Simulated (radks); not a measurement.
Question: Species: neutral carbon. Configuration: [He] 2s2 2p2 (the NIST ground configuration). All-electron calculation, scalar-relativistic Kohn-Sham, PBEsol, spin-polarised, spherical densities, finite nucleus; open shells are filled with parallel spins first; Fermi nuclear charge, rms radius 2.4702 fm. Program: a radial shooting solver on a logarithmic mesh with Libxc functionals. Some entries of the table are withheld. Estimate them.

orbital,occ.,eigenvalue (eV),<r^2> (bohr^2)
1s up,1,(1),0.1002
1s down,1,(2),0.09943
2s up,1,(3),2.939
2s down,1,(4),3.171
2p up,2,-6.0535,3.955
2p down,0,-3.5063,5.041

Answer: 
(1) 1s up eigenvalue (eV): -271.7969
(2) 1s down eigenvalue (eV): -270.9646
(3) 2s up eigenvalue (eV): -14.5258
(4) 2s down eigenvalue (eV): -11.7611
